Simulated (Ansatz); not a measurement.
C₂H₇Al, charge +1, doublet, geometry from GFN2-xTB (such geometries of metal compounds can be far from the true shape) (a state made from the parent by changing its charge; the spin is typed, not shown lowest); PBE0/cc-pVDZ in Ansatz (a program for electronic structure).

The Ansatz input:
Ansatz 0.2 input:
```yaml
crystal:
  periodic: [false, false, false]
  atoms:
    - {symbol: Al, position_ang: [0.21245422, -0.05862416, -0.17834376]}
    - {symbol: C, position_ang: [-0.47701543, -1.82207545, 0.47936475]}
    - {symbol: H, position_ang: [0.14271414, -2.58097180, -0.02812227]}
    - {symbol: H, position_ang: [-1.53135447, -1.97330328, 0.21413471]}
    - {symbol: H, position_ang: [-0.36344163, -1.92419206, 1.56641333]}
    - {symbol: C, position_ang: [0.05422794, 1.93877437, -0.12417154]}
    - {symbol: H, position_ang: [0.87129886, 2.30998632, -0.76612119]}
    - {symbol: H, position_ang: [0.17831252, 2.33333941, 0.89258143]}
    - {symbol: H, position_ang: [-0.90900968, 2.27988746, -0.52519064]}
    - {symbol: H, position_ang: [1.38630040, -0.38282564, -1.16638584]}
basis:
  gaussian:
    orbitals: cc-pVDZ
hamiltonian:
  xc: pbe0
total_charge: 1
magnetization: {spin_polarized: true, initial_magnetization: 1}
accuracy: high
```

What the program printed (banner, timings and long lists left out):

```
Functional definition: PBE0
1940 factors; integrals over basis functions are off by at most 5.0e-9 eV
mean field evaluation 1: about -8753.1064 eV, gradient 5.6e1 eV
mean field evaluation 2: about -8741.4068 eV, gradient 6.5e1 eV
mean field evaluation 4: about -8769.1257 eV, gradient 3.1e0 eV
mean field evaluation 8: about -8769.3534 eV, gradient 3.2e-1 eV
mean field evaluation 16: about -8769.3546 eV, gradient 3.2e-4 eV
mean field evaluation 32: about -8769.2062 eV, gradient 5.4e-1 eV
mean field -8769.35458581 eV, -322.2678369466 hartree, gradient 7.6e-8 eV, S^2 0.758945; 2 other end points of the search recorded, 0 dependent functions left out
reference -8769.35458893 eV, -322.2678370610 hartree; 16, 15 occupied and 65, 66 virtual orbitals, 1940 factors
Total energy: -8769.35458893 eV, -322.2678370610 hartree
```
